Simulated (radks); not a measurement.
Values are calculated unless marked as measured or tabulated.
The mean radii <r> (bohr) of the occupied orbitals of an atom or ion are listed with their occupations. Level of theory: Dirac Kohn-Sham, PBE, spin-unpolarised, spherical densities, point nucleus (a radial shooting solver on a logarithmic mesh with Libxc functionals).

orbital  occ.      <r>
1s1/2       2  0.03038
2s1/2       2   0.1292
2p1/2       2   0.1093
2p3/2       4   0.1143
3s1/2       2   0.3153
3p1/2       1   0.3003
4s1/2       1   0.5912

Name the element and its charge. Open shells, if any, fill j = l - 1/2 first.

Answer. Z = 48, cadmium, charge +34: Cd34+ in [Ne] 3s2 3p1 4s1. The 1s radius gives Z: for a bare nucleus <r> = (2 gamma + 1)/(2Z) with gamma = sqrt(1 - (Z/c)^2), 0.02993 bohr for Z = 48, and screening makes it slightly larger (0.03038 here). The occupations add up to 14, and the charge is Z minus that.
